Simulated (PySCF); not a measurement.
Spectrum to structure. The calculation used TDDFT PBE0/def2-SVPD, vertical, gas phase, core orbitals frozen in the response in PySCF 2.14.0, density-fitted response routines. Geometries: GFN2-xTB, one conformer each.

| state | E (eV) | λ (nm) | f |
| --- | --- | --- | --- |
| S1 | 5.17 | 239.8 | 0.0047 |
| S2 | 5.52 | 224.7 | 0.017 |
| S3 | 6.31 | 196.4 | 0.0030 |
| S4 | 6.47 | 191.6 | 0.0050 |
| S5 | 6.62 | 187.3 | 0.0076 |
| S6 | 6.72 | 184.4 | 0.058 |
| S7 | 6.92 | 179.1 | 0.013 |
| S8 | 6.99 | 177.4 | 0.125 |

Triplets computed (Tamm–Dancoff): 4.18, 4.37, 5.50 eV.

Task: Which structure fits?
A. `C=C[P@@](=O)(O)C1CC1`
B. `C#CC/P=C(/C)F`
C. `FC1=CP1C1CC1`

Result: C. Its S1 lies at 5.17 eV; the nearest of the others has S1 at 4.70 eV. S1 is HOMO→LUMO (98%). Löwdin shares by element: HOMO carbon 47% or more, phosphorus 40%; LUMO phosphorus 42%, carbon 36% or more, fluorine 8%. At the same level the other candidates give, for their lowest levels:
- `C#CC/P=C(/C)F`: 4.70 eV (f 0.017); 5.22 eV (f 0.087); 5.38 eV (f 0.119); 5.79 eV (f 0.016); 5.91 eV (f 0.014); T1 2.70 eV; HOMO -6.96, LUMO -1.45 eV
- `C=C[P@@](=O)(O)C1CC1`: 5.83 eV (f 0.003); 6.46 eV (f 0.014); 7.02 eV (f 0.209); 7.13 eV (f 0.058); 7.35 eV (f 0.006); T1 4.33 eV; HOMO -7.94, LUMO -0.77 eV

Shape of the structure used: `[F:1][C:2]1=[CH:3][P:4]1[CH:5]1[CH2:6][CH2:7]1`: C3–P4–C5–C6 -167°.
